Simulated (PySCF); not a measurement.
# Assigning NMR signals

Molfile (atoms numbered from 1):
```
C7H10O
     RDKit          3D

 18 18  0  0  0  0  0  0  0  0999 V2000
   -0.6330   -0.4730   -2.1903 C   0  0  0  0  0  0  0  0  0  0  0  0
   -0.8160    0.0148   -0.9641 C   0  0  0  0  0  0  0  0  0  0  0  0
   -2.1058    0.6675   -0.5611 C   0  0  0  0  0  0  0  0  0  0  0  0
    0.2163   -0.0551    0.0558 C   0  0  0  0  0  0  0  0  0  0  0  0
    0.1709    0.3869    1.3136 C   0  0  0  0  0  0  0  0  0  0  0  0
    1.4609    0.1024    2.0081 C   0  0  0  0  0  0  0  0  0  0  0  0
    2.2779   -0.5459    1.0465 O   0  0  0  0  0  0  0  0  0  0  0  0
    1.5701   -0.6773   -0.1757 C   0  0  0  0  0  0  0  0  0  0  0  0
    0.2850   -0.9434   -2.4947 H   0  0  0  0  0  0  0  0  0  0  0  0
   -1.4079   -0.4138   -2.9356 H   0  0  0  0  0  0  0  0  0  0  0  0
   -2.8107    0.6705   -1.3878 H   0  0  0  0  0  0  0  0  0  0  0  0
   -1.9264    1.6952   -0.2501 H   0  0  0  0  0  0  0  0  0  0  0  0
   -2.5516    0.1354    0.2776 H   0  0  0  0  0  0  0  0  0  0  0  0
   -0.6376    0.8819    1.8168 H   0  0  0  0  0  0  0  0  0  0  0  0
    1.3254   -0.5555    2.8796 H   0  0  0  0  0  0  0  0  0  0  0  0
    1.9582    1.0212    2.3536 H   0  0  0  0  0  0  0  0  0  0  0  0
    1.4909   -1.7413   -0.4375 H   0  0  0  0  0  0  0  0  0  0  0  0
    2.1246   -0.1640   -0.9729 H   0  0  0  0  0  0  0  0  0  0  0  0
  1  2  2  0
  2  3  1  0
  2  4  1  0
  4  5  2  0
  5  6  1  0
  6  7  1  0
  7  8  1  0
  8  4  1  0
  1  9  1  0
  1 10  1  0
  3 11  1  0
  3 12  1  0
  3 13  1  0
  5 14  1  0
  6 15  1  0
  6 16  1  0
  8 17  1  0
  8 18  1  0
M  END
```

Computational details: GFN2-xTB geometry, GIAO PBE0/pcSseg-1 shieldings, in PySCF 2.14.0 with density-fitted response routines (relativity neglected, no solvent, a single conformation, averaged over atoms made equivalent by symmetry, fast rotation or ring inversion).

Scale: ¹³C and ¹H vs TMS (reference shieldings calculated alike).

Question: Assign these signals to the numbered atoms. ¹³C{¹H} NMR (computed): δ 147.2, 144.0, 131.5, 120.1, 83.2, 81.0, 24.0.

Answer: 
```tsv
δ (ppm)	atoms	environment	reason
147.2	C4	fully substituted alkene carbon	the olefinic region
144.0	C2	fully substituted alkene carbon	–
131.5	C5	alkene CH	the olefinic region
120.1	C1	terminal =CH2 carbon	the olefinic region
83.2	C6	allylic sp3 CH2 bonded to O	deshielded by the electronegative neighbour
81.0	C8	allylic sp3 CH2 bonded to O	–
24.0	C3	allylic methyl carbon	aliphatic region, no heteroatom directly attached
```

Question: Assign these signals to the numbered atoms. ¹H NMR (500 MHz, computed): δ 5.92 (t, 1H), 5.33 (br s, 1H), 5.20 (m, 2H), 5.16 (s, 2H), 4.92 (br s, 1H), 2.10 (s, 3H).

Answer: 
| δ (ppm) | atoms | environment | reason |
| --- | --- | --- | --- |
| 5.92 | H14 | hydrogen on an alkene CH | olefinic region |
| 5.33 | H10 | hydrogen on a terminal =CH2 carbon | a vinylic proton, deshielded by the sp2 carbon and the C=C anisotropy |
| 5.20 | H15/H16 | hydrogen on an allylic sp3 CH2 bonded to O | its carbon carries O, an electronegative neighbour |
| 5.16 | H17/H18 | hydrogen on an allylic sp3 CH2 bonded to O | – |
| 4.92 | H9 | hydrogen on a terminal =CH2 carbon | a vinylic proton, deshielded by the sp2 carbon and the C=C anisotropy |
| 2.10 | H11/H12/H13 | hydrogen on an allylic methyl carbon | allylic position |

H15/H16 and H17/H18 lie closer than the usual error of such a calculation, so a measured spectrum could show them in the other order.

Shifts are as computed. Against solution values, carbons near 30 ppm lie about +3 ppm off and those near 130 ppm about +5 ppm. Of 1211 compounds with measured shifts, 218 miss one by over three times the rms of a fit or turn the order of signals round; such compounds aren't used in these exercises. Multiplicities follow the n + 1 count of equivalent neighbours, as no J values were calculated; m marks all less simple cases, F and P coupling included.
